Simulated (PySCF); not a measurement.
Bond curve of CaC⁺

Set-up: Ca def2-SVP, C def2-SVP; no relativity (PySCF 2.14). Energies in eV from Ca⁺ + C in their ground configurations at the same level. State: ⁴Σ⁻ (quartet), unpaired electrons σ ↑, π ↑↑.

| R (Å) | UHF-CCSD | UHF-SCS-MP2 | TPSSh | r²SCAN |
| --- | --- | --- | --- | --- |
| 1.864 |  | -0.637 | -2.053 | -2.154 |
| 1.950 | -1.269 | -1.162 | -2.505 | -2.604 |
| 2.037 | -1.589 | -1.483 | -2.766 | -2.865 |
| 2.102 | -1.725 | -1.619 | -2.865 | -2.964 |
| 2.167 | -1.792 | -1.685 | -2.899 | -2.999 |
| 2.232 | -1.805 | -1.694 | -2.882 | -2.982 |
| 2.319 | -1.755 | -1.640 | -2.798 | -2.900 |
| 2.427 | -1.619 | -1.496 | -2.627 | -2.728 |
| 2.557 | -1.389 | -1.253 | -2.360 | -2.461 |
| 2.730 |  | -0.874 | -1.961 | -2.058 |

Put a parabola through the three lowest points of the UHF-CCSD curve and estimate Re, k and ωe (reduced mass 9.229 u; 1 eV/Å² = 0.16022 mdyn/Å; ωe = 1302.8·√(k/μ) cm⁻¹).

Through R = 2.167, 2.232, 2.319 Å the second-order coefficient is 5.10 eV/Å², so Re ≈ 2.219 Å, k ≈ 1.63 mdyn/Å and ωe ≈ 548 cm⁻¹. A polynomial fit of higher order to the unrounded UHF-CCSD energies gives Re = 2.216 Å, k = 1.74 mdyn/Å, ωe = 565 cm⁻¹; anharmonicity and rounding make the difference.

The higher-order fit for each curve: UHF-CCSD: Re = 2.216 Å, ωe = 565 cm⁻¹, De = 1.81 eV; UHF-SCS-MP2: Re = 2.212 Å, ωe = 575 cm⁻¹, De = 1.70 eV; TPSSh: Re = 2.175 Å, ωe = 587 cm⁻¹, De = 2.90 eV; r²SCAN: Re = 2.176 Å, ωe = 585 cm⁻¹, De = 3.00 eV.

Correlated steps freeze 6 core orbitals. Correlated levels converge slowly with the basis: in double zeta they bind strong bonds too weakly, by up to about 1 eV, and carry superposition errors of some tenths. For an ion De counts to the pair picked by the measured ionisation energies or electron affinities, which need not be the lowest pair at this level. The state was picked by a PBE0 search and need not be the measured ground state.
